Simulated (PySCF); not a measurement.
# Assignment exercise: C10H10O4

Numbering as in the mapped SMILES `[CH3:1][O:2][C:3](=[O:4])[c:5]1[cH:6][cH:7][cH:8][cH:9][c:10]1[C:11](=[O:12])[O:13][CH3:14]`. Hydrogens are named by the atom that carries them.

Computed data (PySCF 2.14): structure optimised with PBE0-D3(BJ)/def2-SVP, shielding tensors at PBE0/pcSseg-1 (GIAO), B3LYP/pcJ-1 coupling constants (without the spin–dipole term). Equivalent nuclei averaged, in vacuum, non-relativistic Hamiltonian, a single conformation.

Shifts are taken against calculated references (same method and geometry level): TMS for ¹³C (σ = 184.41 ppm) and ¹H (σ = 31.27 ppm).

Problem. Assign these signals to the numbered atoms. ¹³C{¹H} NMR (computed): δ 173.3 (C), 137.7 (C), 136.4 (CH), 136.2 (CH), 52.3 (CH3).

Solution. 
| δ (ppm) | atoms | environment | reason |
| --- | --- | --- | --- |
| 173.3 | C3/C11 | ester carbonyl carbon | lone-pair donation from the attached heteroatom keeps it upfield of a ketone carbonyl |
| 137.7 | C5/C10 | substituted aromatic carbon | – |
| 136.4 | C7/C8 | aromatic CH | the aromatic region |
| 136.2 | C6/C9 | aromatic CH | – |
| 52.3 | C1/C14 | methyl carbon bonded to O | deshielded by the electronegative neighbour |

C5/C10 and C7/C8; C7/C8 and C6/C9 lie closer than the usual error of such a calculation, so a measured spectrum could show them in the other order.

Problem. Assign these signals to the numbered atoms. ¹H NMR (600 MHz, computed): δ 7.95 (m, 2H), 7.63 (m, 2H), 3.76 (s, 6H).

Solution. 
```tsv
δ (ppm)	atoms	environment	reason
7.95	H(C6)/H(C9)	hydrogen on an aromatic CH	ring current plus the deshielding of an ortho carbonyl group
7.63	H(C7)/H(C8)	hydrogen on an aromatic CH	–
3.76	H(C1)/H(C14)	hydrogen on a methyl carbon bonded to O	its carbon carries O, hence the downfield position
```

Splittings below 1 Hz are ignored in the labels, and close J values are merged. Couplings among chemically equivalent protons are left out too, so labels in AA′BB′ or AA′XX′ sets are apparent multiplicities. Unscaled 3J(H,H) at this level run about 10 % above measured values. Shifts are as computed. Against solution values, carbons near 30 ppm lie about +2 ppm off and those near 130 ppm about +5 ppm. Of 1309 compounds with measured shifts, 239 miss one by over three times the rms of a fit or turn the order of signals round; such compounds aren't used in these exercises.
